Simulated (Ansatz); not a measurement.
The molecule SrP, multiplicity 4 (lowest of 2S+1 = 2, 4 at CCSD(T)/def2-TZVPP on PBE0 minima; our sources give no spin for the ground state, which may be another). No spin–orbit coupling.

The constants come from a fifth-degree fit in 1/R (seven points, main isotopes). Runs in def2 and cc sets follow the lowest solution found near the PBE0 minimum.

Correlated levels freeze the inner cores; with def2 sets outer-core shells near the valence are correlated too.

Programs: Ansatz (a program for electronic structure) with Gaussian orbitals.  In def2 rows elements past Kr take small-core potentials, without spin–orbit coupling.

What bond length and harmonic frequency does wB97X-V/def2-TZVPP give?

r_e = 2.921 Å, ω_e = 234 cm⁻¹.

What bond length and harmonic frequency does CCSD/def2-TZVPP give?

r_e = 2.961 Å, ω_e = 217 cm⁻¹.

What bond length and harmonic frequency does CCSD(T)/def2-QZVPP give?

r_e = 2.938 Å, ω_e = 225 cm⁻¹.
